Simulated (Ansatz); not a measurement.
Relaxation of C2H11BSSi2 (17 atoms, charge 0, multiplicity 1), to a largest force component of 0.02 eV/Å in at most 50 steps.

All numbers below come from Ansatz, RKS PBE-D4/6-31G*.

```xyz
17
Properties=species:S:1:pos:R:3:forces:R:3
C 0.123 -1.768 0.976 2.80 -4.74 3.86
B 0.444 -0.972 -0.384 1.87 -1.55 -1.45
Si 2.270 -0.835 -0.949 1.37 0.32 1.52
S -0.835 -0.240 -1.491 -0.87 -0.92 -0.95
C -0.838 1.435 -0.826 -0.60 1.49 -0.07
Si -1.899 1.596 0.727 0.37 0.03 0.08
H -0.999 -1.729 1.106 -0.05 -1.84 1.24
H -0.285 -1.056 0.528 -5.90 9.25 -2.41
H 0.552 -1.186 1.864 0.25 -1.53 -0.76
H 2.475 -1.502 -2.211 0.06 -0.49 -1.04
H 2.663 0.582 -1.036 0.31 0.60 -0.27
H 3.179 -1.477 0.086 0.00 0.11 -0.25
H -1.299 2.164 -1.585 0.79 -0.95 0.55
H 0.177 1.764 -0.567 0.29 0.22 -0.30
H -1.315 0.771 1.822 0.07 -0.08 0.19
H -3.249 1.132 0.453 -0.78 -0.27 -0.13
H -1.949 3.017 1.146 0.02 0.36 0.18
```

Problem. Where does it end, and by what steps?

Solution. It converged. The force dipped under the threshold on the way, but the program's further checks kept it going. After 41 steps the energy has fallen by 5.350 eV; H9 moved furthest, 2.86 Å. The start is strongly strained (largest force component 9 eV/Å), so its close contacts needn't be bonds. Parted: B2–H8 (1.17 → 2.22 Å).

```
step  energy less start (eV)  largest force component (eV/Å)  accepted
   0                  0.0000                           9.253       yes
   2                 -2.9822                           1.564       yes
   4                 -3.8608                           0.933       yes
   6                 -4.2799                           0.497       yes
   8                 -4.5125                           0.636       yes
  10                 -4.7417                           0.278       yes
  12                 -4.9397                           0.264       yes
  14                 -5.1137                           0.399       yes
  16                 -5.2354                           0.230       yes
  18                 -5.2854                           0.359       yes
  20                 -5.3032                           0.101       yes
  22                 -5.3118                           0.157       yes
  24                 -5.3212                           0.164       yes
  26                 -5.3285                           0.195       yes
  28                 -5.3359                           0.054       yes
  30                 -5.3378                           0.031       yes
  32                 -5.3392                           0.038       yes
  34                 -5.3418                           0.099       yes
  36                 -5.3456                           0.138       yes
  38                 -5.3489                           0.032       yes
  40                 -5.3502                           0.031       yes
  41                 -5.3504                           0.011       yes
```

```xyz
17
Properties=species:S:1:pos:R:3
C 0.154 -2.615 0.514
B 0.117 -1.128 -0.025
Si 1.850 -0.076 -0.112
S -1.492 -0.540 -0.530
C -1.329 1.209 -1.095
Si -1.280 2.403 0.386
H -0.827 -3.119 0.567
H 0.607 -2.643 1.525
H 0.821 -3.228 -0.122
H 2.937 -0.939 -0.694
H 1.815 1.192 -0.923
H 2.296 0.302 1.275
H -2.214 1.410 -1.723
H -0.436 1.316 -1.730
H -0.098 2.081 1.248
H -2.533 2.248 1.193
H -1.173 3.823 -0.094
```

Time of the run: 59 s on 2 threads of AMD EPYC 9R45 96-Core Processor (Zen 5), on a shared host, peak memory 0.21 GiB.
